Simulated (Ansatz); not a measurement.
Consider the ligand exchange at the Al–S bond: `C[S][AlH][Cl]` + CH₃NH₂ → `C[NH][AlH][Cl]` + CH₃SH.

Computed with Ansatz on PBE0-D4/def2-TZVP structures; ΔE is electronic, products minus reactants. CBS: MP2 limit from def2 TZ/QZ plus the TZ coupled-cluster correction, frozen cores. This one scheme is used for every species. DFT in def2-TZVPP. B3LYP here is the variant with VWN-RPA as its local correlation; programs differ in this. HSE06 is defined as in plane-wave codes. One conformer a species, not always the lowest.

`C[S][AlH][Cl]`:

Z-matrix (Å, degrees):
```
C
S 1 1.824
H 1 1.091 2 112.0
H 1 1.089 2 108.6 3 120.5
H 1 1.089 2 108.7 3 -120.5
Al 2 2.158 1 100.1 3 0.2
Cl 6 2.092 2 118.0 1 180.0
H 6 1.574 2 120.9 1 -0.0
```

CH₃NH₂:

```xyz
7

C    -0.169   -0.294    0.456
N     0.556    0.332   -0.636
H    -1.244   -0.065    0.500
H     0.275    0.010    1.407
H    -0.062   -1.379    0.387
H     0.479    1.340   -0.585
H     0.166    0.055   -1.528
```

`C[NH][AlH][Cl]`:

```xyz
9

C    -1.129    0.537    0.313
N    -0.183   -0.552    0.181
Al    1.462   -0.537   -0.437
Cl    2.235    1.300   -1.100
H    -2.038    0.367   -0.275
H    -1.429    0.700    1.354
H    -0.678    1.464   -0.046
H    -0.566   -1.430    0.503
H     2.327   -1.848   -0.493
```

CH₃SH:

```xyz
6

C     0.122   -0.075    0.470
S    -0.850    0.633   -0.878
H     0.055   -1.162    0.483
H    -0.313    0.310    1.392
H     1.164    0.239    0.420
H    -0.178    0.056   -1.887
```

```csv
level,ΔE (kcal/mol),difference from CCSD(T)/CBS
BLYP-D4,1.8,-1.1
r2SCAN-D4,3.1,0.2
HSE06-D4,4.2,1.3
BHLYP-D4,2.2,-0.7
CAM-B3LYP-D4,1.0,-1.9
PBE-QIDH,3.5,0.6
revPBE,4.4,1.5
BLYP,1.9,-1.0
B3LYP,2.0,-0.9
r2SCAN0,3.3,0.4
HSE06,4.1,1.2
CAM-B3LYP,1.0,-1.9
LC-ωPBE,2.5,-0.4
CCSD(T)/def2-SVP,1.2,-1.7
CCSD(T)/def2-TZVPP,2.1,-0.8
CCSD/CBS(def2),2.5,-0.4
CCSD(T)/CBS,2.9,0
```

Largest T1 diagnostic among the species: 0.010.

Leaving LDA and LC-ωPBE aside and taking each functional with its dispersion term where it has one, the values spread over 3.1 kcal/mol, from CAM-B3LYP-D4 to HSE06-D4. LDA lies −1.4 kcal/mol from PBE without D4. At CCSD(T), def2-SVP lies −1.7 kcal/mol from the extrapolated value and def2-TZVPP −0.8 kcal/mol.
